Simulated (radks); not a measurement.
Spherical quantum dot in the effective-mass picture: electrons in a parabolic well V = omega^2 r^2 / 2 with omega = 0.19, all in effective atomic units (hartree* = m*/eps^2 hartree, bohr* = eps/m* bohr), one dielectric constant everywhere. Calculated with a radial shooting solver with Libxc functionals: non-relativistic Kohn-Sham, LDA (Slater exchange, Perdew-Wang correlation), spin-polarised, spherical densities. Levels are named by radial order and angular momentum (1s, 1p, 1d, 2s, ...), and open shells are averaged over m. Results are scaled to m* = 0.046 and eps = 7.6, for which hartree* = 21.67 meV and bohr* = 8.743 nm.

N = 6, configuration 1s2 1p(up 3, down 1). This is the lowest configuration that the search found. Occupied and some empty levels:

| level | occupation | eigenvalue (meV) | <r> (nm) |
|---|---|---|---|
| 1s up | 1 | 31.593 | 32.76 |
| 1s down | 1 | 32.093 | 32.74 |
| 1p up | 3 | 33.593 | 39.31 |
| 1p down | 1 | 34.094 | 39.67 |
| 1d up | 0 | 36.045 | 44.30 |
| 1d down | 0 | 36.503 | 44.77 |
| 2s up | 0 | 37.051 | 38.28 |
| 2s down | 0 | 37.377 | 38.50 |
| 1f up | 0 | 38.819 | 48.52 |
| 1f down | 0 | 39.218 | 49.02 |

Energy (meV): total 122.969, kinetic 15.795, external 46.944, Hartree 82.235, exchange-correlation -22.005.

Electron density:

| r (nm) | n(r) (e/nm^3) |
|---|---|
| 5.49 | 0.00001151 |
| 11.4 | 0.00001302 |
| 17.3 | 0.00001475 |
| 23.2 | 0.00001568 |
| 29.1 | 0.00001498 |
| 35.0 | 0.00001247 |
| 40.9 | 8.813e-06 |
| 46.8 | 5.187e-06 |
| 52.7 | 2.503e-06 |
| 58.6 | 9.853e-07 |
| 64.4 | 3.156e-07 |
| 70.3 | 8.220e-08 |
| 76.2 | 1.760e-08 |
